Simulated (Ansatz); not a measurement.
H$_{3}$HfO$_{3}$ (SMILES [OH][Hf+]([OH])[OH]), charge +1, singlet, at the geometry of the source list (the multiplicity is a formal guess) (core potentials on Hf); WB97X/def2-SVP (Ansatz, an electronic-structure program).

Here is a job for Ansatz.
Ansatz 0.2 input:
```yaml
crystal:
  periodic: [false, false, false]
  atoms:
    - {symbol: Hf, position_ang: [0.06950000, -0.09380000, 0.10170000]}
    - {symbol: O, position_ang: [1.58570000, -0.12080000, -0.95190000]}
    - {symbol: H, position_ang: [2.48530000, -0.43640000, -1.10610000]}
    - {symbol: O, position_ang: [-0.39430000, -0.92940000, 1.68410000]}
    - {symbol: H, position_ang: [-1.19450000, -0.91180000, 2.22730000]}
    - {symbol: O, position_ang: [-1.28610000, 0.98250000, -0.57020000]}
    - {symbol: H, position_ang: [-1.26560000, 1.50980000, -1.38500000]}
basis:
  gaussian:
    orbitals: def2-SVP
hamiltonian:
  xc: {name: wB97X}
total_charge: 1
```

Problem. Predict the main parts of the log of this Ansatz run.

Solution. 
```
Functional definition: wB97X
920 factors; their error is unknown
212 factors; integrals over basis functions are off by at most 1.1e-4 eV
mean field evaluation 1: about -7464.2420 eV, gradient 1.2e2 eV
mean field evaluation 2: about -7442.7278 eV, gradient 1.6e2 eV
mean field evaluation 4: about -7487.7765 eV, gradient 3.4e0 eV
mean field evaluation 8: about -7487.7972 eV, gradient 4.7e-1 eV
mean field evaluation 16: about -7487.8358 eV, gradient 3.2e-4 eV
mean field -7487.83584043 eV, -275.1728916982 hartree, gradient 1.5e-5 eV, S^2 0.000000; 0 other end points of the search recorded, 0 dependent functions left out
reference -7487.83578403 eV, -275.1728896257 hartree; 19, 19 occupied and 70, 70 virtual orbitals, 920 factors
Total energy: -7487.83578403 eV, -275.1728896257 hartree
```
